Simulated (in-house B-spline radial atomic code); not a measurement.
The numbers below are computed, except where a source is named.
## Weak and strong correlation along the adiabatic connection

Two-electron singlets in several external potentials (atomic units), by full CI in B-splines with partial waves to l = 8 (correlation energies up to 0.6 % small). The repulsion is scaled by λ at fixed density; W(λ) is the mean repulsion less the Hartree energy, W(0) = E_x, and the area under W from 0 to 1 is E_xc.

Relative drop (W(λ) − E_x)/E_x:

| system | λ = 0.12 | λ = 0.25 | λ = 0.4 | λ = 0.6 | λ = 0.8 | λ = 1 |
| --- | --- | --- | --- | --- | --- | --- |
| ω²r²/2 − Z/r, ω = 0.0782, Z = 0.5 | 0.0384 | 0.0723 | 0.1041 | 0.1376 | 0.1640 | 0.1852 |
| −Z/r, Z = 3.16, wall at 1.87 bohr | 0.0062 | 0.0126 | 0.0198 | 0.0290 | 0.0378 | 0.0461 |
| ω²r²/2 − Z/r, ω = 1.1, Z = -0.5 | 0.0169 | 0.0337 | 0.0514 | 0.0725 | 0.0912 | 0.1078 |
| ω²r²/2 − Z/r, ω = 0.0444, Z = 1 | 0.0291 | 0.0565 | 0.0837 | 0.1141 | 0.1393 | 0.1603 |
| ω²r²/2 − Z/r, ω = 1.18, Z = 1 | 0.0108 | 0.0219 | 0.0339 | 0.0487 | 0.0624 | 0.0749 |
| ω²r²/2 − Z/r, ω = 0.247, Z = -1 | 0.0492 | 0.0916 | 0.1297 | 0.1678 | 0.1959 | 0.2174 |
| −Z/r, Z = 19 | 0.0010 | 0.0020 | 0.0032 | 0.0047 | 0.0063 | 0.0078 |

Problem. Order the systems by how far second-order (GL2) theory, half the initial slope (estimated from the first points of each curve), overshoots the correlation energy, least first.
A. −Z/r, Z = 19
B. ω²r²/2 − Z/r, ω = 0.0782, Z = 0.5
C. ω²r²/2 − Z/r, ω = 1.18, Z = 1
D. ω²r²/2 − Z/r, ω = 0.247, Z = -1
E. −Z/r, Z = 3.16, wall at 1.87 bohr
F. ω²r²/2 − Z/r, ω = 0.0444, Z = 1
G. ω²r²/2 − Z/r, ω = 1.1, Z = -0.5

Solution. A (GL2/E_c = 1.01), E (GL2/E_c = 1.08), C (GL2/E_c = 1.15), G (GL2/E_c = 1.23), F (GL2/E_c = 1.39), B (GL2/E_c = 1.57), D (GL2/E_c = 1.67).

Problem. What else changes along this order?

Solution. The ratio follows the bend of the curve. With it the leading natural occupation goes from 2.000 to 1.836 and −T_c/E_c from 0.99 to 0.59 between the first and the last.
